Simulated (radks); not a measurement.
Values are calculated unless marked as measured or tabulated.
Ce8+, 50 electrons, occupied as [Kr] 4d10 5s2 5p2. Level of theory: Dirac Kohn-Sham, BLYP, spin-unpolarised, spherical densities, finite nucleus; open shells fill j = l - 1/2 first; Fermi nuclear charge, rms radius 4.8771 fm (a radial shooting solver on a logarithmic mesh with Libxc functionals).

Spin-orbit splittings of the eigenvalues, e(l+1/2) - e(l-1/2), with zeta = 2 splitting/(2l+1) and mean radii in bohr:

shell,occ.,splitting (eV),zeta (eV),<r> j=l-1/2,<r> j=l+1/2
2p,6,446.8,297.9,0.08794,0.09414
3p,6,87.81,58.54,0.2680,0.2802
3d,10,18.86,7.543,0.2513,0.2551
4p,6,19.24,12.83,0.6510,0.6772
4d,10,3.443,1.377,0.7244,0.7332
4f,0,0.4477,0.1279,0.8813,0.8858
5p,2,4.123,2.749,1.471,1.520
